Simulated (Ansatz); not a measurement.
Worked example: C2H9NSi + C2H8SiTe → CH9NSi2 + C3H8Te

Species: C2H9NSi `CN(C)[SiH3]`, singlet; C2H8SiTe `CC[Te][SiH3]`, singlet; CH9NSi2 `CN([SiH3])[SiH3]`, singlet; C3H8Te `CC[Te]C`, singlet. The partners trade CH3 for SiH3: N–CH3 and Te–SiH3 bonds give way to N–SiH3 and Te–CH3.

Shapes, held fixed at every level: PBE0-D4/def2-TZVP. Flexible molecules stand in one conformer, not always the lowest. Programs: Ansatz 0.2.0. The zero-point and thermal change to 298 K, harmonic and unscaled (PBE0-D4/def2-TZVP), is -2.7 kJ/mol.

At CCSD(T)/def2-TZVPP; 1 Eh = 2625.50 kJ/mol:

```
 species  energy (Eh)
 C2H9NSi  -425.201018
C2H8SiTe  -637.386520
 CH9NSi2  -676.246187
  C3H8Te  -386.353933
```

Work out ΔH(298 K) of the reaction at this level.


1. Products less reactants: (-676.246187) + (-386.353933) − [(-425.201018) + (-637.386520)] = -0.012582 Eh = -33.0 kJ/mol.
2. With the thermal change: -33.0 + (-2.7) = -35.7 kJ/mol.

Other levels give -32.6 (HF/def2-TZVPP) to -13.1 kJ/mol (HF/def2-SVP). No measured value is set beside it here. For atoms past krypton def2 sets carry core potentials with scalar relativity. Outer-core shells of Te are correlated in most correlated rows, in sets that cover them unevenly. CCSD(T)/def2-TZVPP lies outside the range of all other levels here, so it shouldn't be taken on trust. The median of the other levels is -21.6 kJ/mol.
